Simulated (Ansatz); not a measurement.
Ansatz (a quantum-chemistry and plane-wave program) input:

Ansatz 0.2 input:
```yaml
crystal:
  periodic: [false, false, false]
  atoms:
    - {symbol: Ge, position_ang: [0.00000000, -0.00000000, -0.00000000]}
    - {symbol: H, position_ang: [-0.62084931, -0.89938570, -1.07909442]}
    - {symbol: H, position_ang: [0.56820009, -0.87256181, 1.12897202]}
    - {symbol: H, position_ang: [-1.07716225, 0.93547100, 0.56869039]}
    - {symbol: H, position_ang: [1.12981147, 0.83647651, -0.61856799]}
basis:
  gaussian:
    orbitals: def2-TZVPD
hamiltonian:
  xc: {name: PBE0}
magnetization: {spin_polarized: true, initial_magnetization: 2}
```

What final total energy does it print?

-2078.82569 Eh (PBE0/def2-TZVPD). The basis has 90 functions.

This state (charge 0, triplet) is run at the relaxed geometry of the species with charge 0 and multiplicity 1, and is a spin state other than that species' own.
